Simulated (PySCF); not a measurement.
C₈H₈O.
Numbering: `[CH2:1]=[C:2]1[CH:3]=[CH:4][CH:5]=[C:6]1[C:7]([CH3:8])=[O:9]`

Cartesian coordinates in Å at the GFN2-xTB level; atoms count from 1:
```
atom  x, y, z in Å
C1    -1.5286    1.2931   -1.3896
C2    -0.9310    0.1663   -0.9909
C3    -1.1440   -1.1690   -1.5345
C4    -0.3561   -2.0351   -0.8645
C5     0.3944   -1.3126    0.1310
C6     0.0709    0.0104    0.0794
C7     0.5937    1.0941    0.9063
C8     1.6162    0.6875    1.9459
O9     0.2440    2.2518    0.7840
H10   -1.3023    2.2361   -0.9216
H11   -2.2525    1.2885   -2.1890
H12   -1.8248   -1.3859   -2.3363
H13   -0.2775   -3.0956   -1.0231
H14    1.0959   -1.7813    0.7973
H15    1.9349    1.5656    2.5014
H16    2.4780    0.2338    1.4622
H17    1.1816   -0.0355    2.6322
```

NICS = −σ at a ghost point: NICS(0) at the centroid of the ring atoms, NICS(1) 1 Å to either side along the normal of their mean plane, zz for the tensor component along that normal. Level: GIAO PBE0/pcSseg-1 (PySCF, non-relativistic, gas phase) on the GFN2-xTB geometry, one conformer.

Ring bond lengths (Å), with Mayer bond orders in brackets: C2–C3 1.457 (1.10), C3–C4 1.349 (1.68), C4–C5 1.441 (1.16), C5–C6 1.363 (1.59), C6–C2 1.474 (1.05).

What do the NICS probes read (ppm)?

```csv
ring,type,NICS(0),"NICS(1), two faces","NICS(1)zz, two faces",rms pucker (Å),"centre to ring atoms, mean (Å)"
C2–C3–C4–C5–C6,"5-membered carbocycle; formal bonds 2 double, 3 single",-0.2,-4.4 / -4.4,-5.3 / -5.3,0.00,1.21
```

What can be read from them?

- C2–C3–C4–C5–C6: mean NICS(1)zz -5.3 ppm, shielded. That is too small in size for a clear verdict by the NICS criterion.

What does the geometric index give? HOMA takes Krygowski's 1993 parameters.

- C2–C3–C4–C5–C6: HOMA 0.11 = 1 − EN − GEO, with mean bond length 1.417 Å, EN = α(Ropt − mean)² = 0.215 and GEO = α × variance = 0.672. The geometric and the magnetic index point the same way.

List the ring angles and the Hirshfeld charges of the ring atoms.

- C2–C3–C4–C5–C6: C2 105.9° (-0.007 e), C3 108.5° (-0.049 e), C4 109.0° (-0.057 e), C5 109.7° (-0.031 e), C6 106.9° (-0.036 e); sum 540.0° against 540° for a flat convex ring.

How shielded are the nuclei of the rings and their hydrogens (means over atoms taken as equivalent)?

```
atoms                      environment  σ isotropic (ppm)  principal values of the symmetric part, first atom (ppm)
   C2  fully substituted alkene carbon               31.6                                        -71.2, 27.2, 138.8
   C3                 alkene CH carbon               47.4                                        -58.5, 59.1, 141.6
   C4                 alkene CH carbon               50.3                                        -49.2, 48.3, 151.9
   C5                 alkene CH carbon               37.3                                        -57.3, 26.2, 142.9
   C6  fully substituted alkene carbon               52.2                                        -30.9, 45.5, 142.1
  H12                 vinylic hydrogen              25.11                                          24.0, 24.1, 27.3
  H13                 vinylic hydrogen              25.06                                          23.9, 24.4, 26.9
  H14                 vinylic hydrogen              24.40                                          22.4, 23.2, 27.6
```
